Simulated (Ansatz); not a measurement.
Reaction (homolysis of the In–Se bond): `[SiH3][O][InH][SeH]` → `[SiH3][O][InH]`• + `[SeH]`•

Program: Ansatz. Geometries: PBE0-D4/def2-TZVP. ΔE: electronic, gas phase. CCSD(T)/CBS is the MP2 limit (def2-TZVPP, def2-QZVPP) plus CCSD(T) − MP2 in def2-TZVPP, frozen cores. Functionals use def2-TZVPP. B3LYP here is the variant with VWN-RPA as its local correlation; programs differ in this. HSE06 is defined as in plane-wave codes. Open shells (•) are unrestricted, without spin–orbit coupling. def2 core potentials past Kr. For In, Se outer-core shells are correlated without core-valence functions, which leaves a few kJ/mol of doubt a bond. Scalar relativity is left out up to krypton. One conformer a species, not always the lowest.

| level | ΔE (kcal/mol) | difference from CCSD(T)/CBS |
| --- | --- | --- |
| BLYP-D4 | 64.9 | -11.0 |
| B97M-V | 70.5 | -5.4 |
| B3LYP-D4 | 67.0 | -8.9 |
| BHLYP-D4 | 67.6 | -8.3 |
| ωB97X-V | 72.9 | -3.0 |
| B3LYP | 64.1 | -11.8 |
| r2SCANh | 68.9 | -7.0 |
| HSE06 | 69.4 | -6.5 |
| CCSD/def2-TZVPP | 69.0 | -6.9 |
| SCS-MP2/def2-QZVPP | 75.1 | -0.8 |
| CCSD(T)/CBS | 75.9 | 0 |

Largest T1 diagnostic among the species: 0.019.

Leaving LDA and LC-ωPBE aside and taking each functional with its dispersion term where it has one, the values, not all of them listed here, spread over 8.1 kcal/mol, from BLYP-D4 to PBE-QIDH. LDA lies +14.2 kcal/mol from PBE without D4, its usual overbinding. In def2-TZVPP, CCSD(T) changes the Hartree–Fock value by +23.7 kcal/mol (the triples alone add +2.5 kcal/mol) and MP2 by +27.6 kcal/mol; breaking electron pairs costs correlation energy, which Hartree–Fock lacks.

CCSD(T)/CBS has its own doubt, a few kJ/mol and more with outer-core shells, so smaller differences from it don't rank the levels.
